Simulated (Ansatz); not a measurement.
```yaml
crystal:
  periodic: [false, false, false]
  atoms:
    - {symbol: Zn, position_ang: [-3.698404, 1.520243, 0.993228]}
    - {symbol: Zn, position_ang: [-1.366497, -2.256995, 2.944390]}
    - {symbol: Zn, position_ang: [1.710148, -3.928020, -1.970989]}
    - {symbol: Zn, position_ang: [-1.277033, 2.517330, -2.682535]}
    - {symbol: Zn, position_ang: [2.989738, -1.972522, -3.390838]}
    - {symbol: Zn, position_ang: [-0.845711, -1.061331, -0.590049]}
    - {symbol: Zn, position_ang: [-1.212440, 1.617321, 2.556581]}
    - {symbol: Zn, position_ang: [1.227761, -1.300928, 2.095923]}
    - {symbol: Zn, position_ang: [2.925001, 0.975618, 0.839924]}
    - {symbol: Zn, position_ang: [4.117616, -1.438905, 0.342841]}
    - {symbol: Se, position_ang: [-1.951198, -2.909330, 0.561698]}
    - {symbol: Se, position_ang: [-2.420412, 0.793643, -1.282684]}
    - {symbol: Se, position_ang: [-2.696179, 3.979457, 0.557524]}
    - {symbol: Se, position_ang: [0.275891, -1.784330, -2.684028]}
    - {symbol: Se, position_ang: [-0.789680, 0.548265, 4.698821]}
    - {symbol: Se, position_ang: [2.109112, -3.025402, 0.420405]}
    - {symbol: Se, position_ang: [0.258325, 1.120211, -4.402539]}
    - {symbol: Se, position_ang: [0.824636, 3.147689, -1.244942]}
    - {symbol: Se, position_ang: [3.168798, -0.042523, -1.644017]}
    - {symbol: Se, position_ang: [0.398369, 0.534527, 0.766370]}
    - {symbol: H, position_ang: [-5.247137, 1.549546, 0.804409]}
    - {symbol: H, position_ang: [-4.862097, -1.607435, 2.145668]}
    - {symbol: H, position_ang: [-2.412028, -2.279286, 4.109512]}
    - {symbol: H, position_ang: [0.353548, -2.321232, 3.080430]}
    - {symbol: H, position_ang: [3.222318, -3.397976, -2.536045]}
    - {symbol: H, position_ang: [0.910210, -5.260772, -2.095190]}
    - {symbol: H, position_ang: [-2.019456, 3.691211, -3.411909]}
    - {symbol: H, position_ang: [3.257836, -1.495838, -4.850601]}
    - {symbol: H, position_ang: [-2.588459, 0.741310, 1.947373]}
    - {symbol: H, position_ang: [-0.999744, 3.184972, 2.243651]}
    - {symbol: H, position_ang: [1.976933, -0.429612, 3.683099]}
    - {symbol: H, position_ang: [3.465794, 2.424084, 1.028648]}
    - {symbol: H, position_ang: [5.604419, -1.904244, 0.387376]}
    - {symbol: H, position_ang: [3.296299, -0.505960, 1.644534]}
    - {symbol: H, position_ang: [-0.720949, -3.719292, 0.331837]}
    - {symbol: H, position_ang: [-4.277949, -1.244937, 2.492144]}
    - {symbol: H, position_ang: [-3.487594, 0.356161, -2.219604]}
    - {symbol: H, position_ang: [-3.113036, 4.640018, 1.816564]}
    - {symbol: H, position_ang: [-3.850492, 4.596115, -0.195403]}
    - {symbol: H, position_ang: [-0.731812, -2.750555, -3.192414]}
    - {symbol: H, position_ang: [1.226457, -0.145933, 3.980926]}
    - {symbol: H, position_ang: [0.004608, 1.739340, 5.119150]}
    - {symbol: H, position_ang: [2.649900, -4.126890, 1.253644]}
    - {symbol: H, position_ang: [-0.900575, 0.425170, -5.015913]}
    - {symbol: H, position_ang: [0.100670, 2.253705, -5.368073]}
    - {symbol: H, position_ang: [0.815476, 4.496362, -1.897087]}
    - {symbol: H, position_ang: [0.060006, 3.677620, -0.077217]}
    - {symbol: H, position_ang: [4.519044, 0.380309, -2.094610]}
basis:
  gaussian: {orbitals: def2-SVPD, fitting: {mean_field: def2-universal-jkfit}, point_charges: [{charge: -1.00, position_ang: [8.172, 0.335, 0.475]}]}
magnetization: {spin_polarized: true, initial_magnetization: 0}
hamiltonian: {xc: {name: BHLYP}, dispersion: d4}
scf: {omitted_lower_state_checks: [starts]}
```

```sh
$ ansatz run in.yaml --threads 11 --pin off --events-out ev --progress --plain --max-ram 174080MiB --backend cuda --devices 0, --max-vram 75GiB
```

Output, abridged:

```
Functional definition: BHLYP
5804 factors; integrals over basis functions are off by at most 3.3e-1 eV
mean field evaluation 1: about -1137988.4295 eV, gradient 5.0e1 eV
mean field evaluation 2: about -1137988.5275 eV, gradient 5.7e1 eV
mean field evaluation 4: about -1137996.5379 eV, gradient 1.7e0 eV
mean field evaluation 8: about -1137996.5590 eV, gradient 7.7e-1 eV
mean field evaluation 16: about -1137996.5615 eV, gradient 6.1e-4 eV
mean field -1137996.56146583 eV, -41820.6022720955 hartree, gradient 2.4e-5 eV, S^2 0.000000; 0 other end points of the search recorded, 0 dependent functions left out
reference -1137996.56195272 eV, -41820.6022899883 hartree; 334, 334 occupied and 640, 640 virtual orbitals, 5804 factors
Total energy: -1138001.90187635 eV, -41820.7985285623 hartree
Checks for a lower state left out: starts
```

Hardware: 11 threads of AMD EPYC 7R13 on a shared host and a whole NVIDIA H100 80GB HBM3. Wall time 19 s.

The geometry of the charge 0 singlet is only loosely relaxed.
